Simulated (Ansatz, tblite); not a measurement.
Cost and result up the ladder for HgF3⁻ (4 atoms). Total charge -1; singlet. Geometry: r2SCAN-D4/def2-TZVPD.

Cartesian coordinates in Å:
```
Hg 0.000 0.002 0.003
F 2.001 0.543 -0.377
F -1.005 0.762 1.690
F -0.995 -1.307 -1.316
```

Ansatz on 2 threads of Arm Neoverse V1 on a shared host; xTB runs through tblite on one thread. Times are rough, summed over both states, and most runs start from the orbitals of an earlier one. PBE-QIDH/def2-TZVPD serves as the yardstick here, not as an exact answer. The other state is a triplet at its own geometry.

In the def2 sets Hg takes a core potential; there is no spin–orbit coupling. The xTB rows come from tblite. B3LYP takes the VWN-RPA correlation. HSE06 is defined as in plane-wave codes, on full-range PBE exchange. Correlated methods freeze 3 core orbitals; core or outer-core shells of Hg are correlated, in sets that lack core-valence functions. The structure comes from a short search, and lower isomers may exist.

xTB has no spin-polarisation term.

```tsv
level	functions	wall time
GFN1-xTB	16	0.005 s
GFN2-xTB	16	0.008 s
LDA (SPW92)/def2-TZVPD	166	3.2 s
PBE-D4/def2-TZVPD	166	6.2 s
MP2/def2-TZVPD	166	8.3 s
HSE06-D4/def2-TZVPD	166	8.8 s
B3LYP-D4/def2-TZVPD	166	9 s
PBE0-D4/def2-TZVPD (with forces)	166	10 s
r2SCAN-D4/def2-TZVPD	166	12 s
RPA@PBE/def2-TZVPD	166	14 s
r2SCANh-D4/def2-TZVPD	166	15 s
PBE-QIDH/def2-TZVPD	166	17 s
```

Question: Estimate what each level gives for the triplet − singlet (eV).

Answer: 
```
                           level  triplet − singlet (eV)  difference from PBE-QIDH/def2-TZVPD (eV)
                        GFN1-xTB                    3.92                                      0.15
                        GFN2-xTB                    3.67                                     -0.10
          LDA (SPW92)/def2-TZVPD                    2.94                                     -0.83
               PBE-D4/def2-TZVPD                    2.78                                     -0.99
                  MP2/def2-TZVPD                    4.45                                      0.68
             HSE06-D4/def2-TZVPD                    3.18                                     -0.59
             B3LYP-D4/def2-TZVPD                    3.10                                     -0.67
PBE0-D4/def2-TZVPD (with forces)                    3.20                                     -0.57
            r2SCAN-D4/def2-TZVPD                    2.82                                     -0.95
              RPA@PBE/def2-TZVPD                    3.00                                     -0.77
           r2SCANh-D4/def2-TZVPD                    2.96                                     -0.81
             PBE-QIDH/def2-TZVPD                    3.77                                      0.00
```
